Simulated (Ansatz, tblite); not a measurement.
Spin states of K₂F₂⁺, each relaxed with PBE0-D4/def2-TZVP in Ansatz. Electronic energies in the gas phase.

The 6-31G sets use Cartesian d functions. The xTB rows come from tblite. LC-ωPBE has ω = 0.4 bohr⁻¹. B3LYP takes the VWN-RPA correlation. Correlated methods freeze 12 core orbitals; core or outer-core shells of K are correlated, in sets that lack core-valence functions. In CCSD on the charge 1 doublet the largest single amplitude is 0.23, so its Hartree–Fock determinant may place the open shell otherwise than the density functionals do. In the doublet, F3 and F4 lie 1.95 Å apart (atoms count from 1), so these atoms are partly bonded to each other. In the quartet geometry the species has come apart into loosely held pieces. The structure comes from a short search, and lower isomers may exist.

Doublet geometry (D2h within 0.1 Å):

```xyz
4

K    -0.563   -0.650   -2.149
K     0.562    0.649    2.150
F    -0.591    0.772   -0.078
F     0.593   -0.770    0.078
```

Quartet geometry (Cs within 0.1 Å):

Cartesian coordinates in Å:
```
K -1.145 -2.733 1.032
K 2.379 0.767 1.897
F -0.834 0.937 -0.396
F -0.399 1.028 -2.533
```

⟨S²⟩: doublet 0.76 at PBE0-D4/def2-TZVP (pure 0.75), quartet 3.75 at PBE0-D4/def2-TZVP (pure 3.75).

Run but left out: LDA (SPW92)/def2-TZVP (quartet: an occupied level 0.04 eV above an empty one).

Only these spin states were relaxed. The quartet has fallen apart into loose fragments. The quartet has other bonds than the doublet, so the gap mixes isomer and spin.

```csv
level,quartet − doublet (kcal/mol),lowest of these
GFN1-xTB,174.5,doublet
GFN2-xTB,116.9,doublet
HF/6-31G,99.4,doublet
HF/def2-TZVP,97.7,doublet
PBE-D4/def2-TZVP,168.1,doublet
revPBE-D4/def2-TZVP,160.4,doublet
BLYP-D4/def2-TZVP,163.4,doublet
r2SCAN-D4/def2-TZVP,176.3,doublet
r2SCANh-D4/def2-TZVP,171.4,doublet
B3LYP-D4/6-31G,164.1,doublet
B3LYP-D4/def2-TZVP,164.6,doublet
CAM-B3LYP-D4/def2-TZVP,169.9,doublet
LC-ωPBE/def2-TZVP,174.0,doublet
PBE-QIDH/def2-TZVP,161.4,doublet
RPA@PBE/def2-TZVP,153.8,doublet
MP2/def2-TZVP,161.8,doublet
MP2/def2-TZVPP,161.8,doublet
MP2/def2-QZVPP,166.8,doublet
CCSD/def2-TZVPP,156.0,doublet
CCSD(T)/def2-TZVPP,161.0,doublet
```

Change of the quartet − doublet gap on mixing in exact exchange, in kcal/mol: BLYP to B3LYP (20 % exact exchange) 1.2; r2SCAN to r2SCANh (10 % exact exchange) -4.9.

The xTB methods have no spin-polarisation term.
